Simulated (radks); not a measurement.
The numbers below are computed, except where a source is named.
Problem. Ionisation of Yb, [Xe] 4f14 6s2, to Yb+, [Xe] 4f14 6s1, under several functionals. Dirac Kohn-Sham, spin-unpolarised, spherical densities, finite nucleus; a radial shooting solver on a logarithmic mesh with Libxc functionals. The NIST Atomic Spectra Database gives 6.254 eV (measured). Rank these functionals by the error of their Delta-SCF ionisation energy: RPBE; LDA (Slater exchange, Perdew-Zunger correlation); Wu-Cohen GGA; PBEsol; XLYP; SOGGA.

Solution. From best to worst: RPBE 6.427 eV (+0.173); SOGGA 6.436 eV (+0.182); XLYP 6.528 eV (+0.274); Wu-Cohen GGA 6.535 eV (+0.281); PBEsol 6.550 eV (+0.296); LDA (Slater exchange, Perdew-Zunger correlation) 6.764 eV (+0.509). Spin polarisation and multiplet splitting are left out, so open shells lie too high by an amount that depends on their filling.

Beside tabulated values, note that spin-unpolarised runs miss the spin-polarisation part of the exchange energy of open shells.
